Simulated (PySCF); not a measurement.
Compound: C₅H₉ClO₂Si.
SMILES with atom numbers: `[CH3:1][O:2][CH2:3][O:4][C:5]1=[C:6]([SiH2:7][Cl:8])[CH2:9]1`

Cartesian coordinates in Å at the GFN2-xTB level; atoms count from 1:
```xyz
18
C5H9ClO2Si angstrom
C     -1.906    0.951   -0.819
O     -2.397   -0.375   -0.727
C     -1.442   -1.343   -0.505
O     -0.977   -1.359    0.844
C      0.143   -0.715    1.097
C      1.216   -0.050    0.727
Si     2.309    0.770   -0.508
Cl     1.586    0.324   -2.355
C      1.036   -0.352    2.217
H     -2.755    1.562   -1.119
H     -1.113    1.021   -1.570
H     -1.525    1.307    0.143
H     -1.940   -2.305   -0.657
H     -0.578   -1.234   -1.182
H      2.271    2.226   -0.382
H      3.671    0.249   -0.437
H      1.644   -1.117    2.687
H      0.748    0.445    2.894
```

Probes without a nucleus sit at each ring's centroid and 1 Å off its mean plane on both sides; NICS is minus the shielding there, NICSzz its component along the normal. Level: GIAO PBE0/pcSseg-1 (PySCF, non-relativistic, gas phase) on the GFN2-xTB geometry, one conformer.

Ring bond lengths (Å), with Mayer bond orders in brackets: C5–C6 1.315 (1.61), C6–C9 1.531 (0.84), C9–C5 1.478 (1.03).

What do the NICS probes read (ppm)?

| ring | type | NICS(0) | NICS(1), two faces | NICS(1)zz, two faces | rms pucker (Å) | centre to ring atoms, mean (Å) |
| --- | --- | --- | --- | --- | --- | --- |
| C5–C6–C9 | 3-membered carbocycle; formal bonds 1 double, 2 single | -31.2 | -6.1 / -6.4 | -11.8 / -12.2 | 0.00 | 0.83 |

What can be read from them?

- C5–C6–C9: mean NICS(1)zz -12.0 ppm, shielded. C9 has four or more neighbours; no verdict on aromaticity is drawn. NICS(0) lies 25 ppm below the mean NICS(1).

Give the inner angles of the rings and the Hirshfeld charges of the ring atoms.

- C5–C6–C9: C5 66.2° (+0.086 e), C6 62.0° (-0.164 e), C9 51.8° (-0.094 e); sum 180.0° against 180° for a flat convex ring.
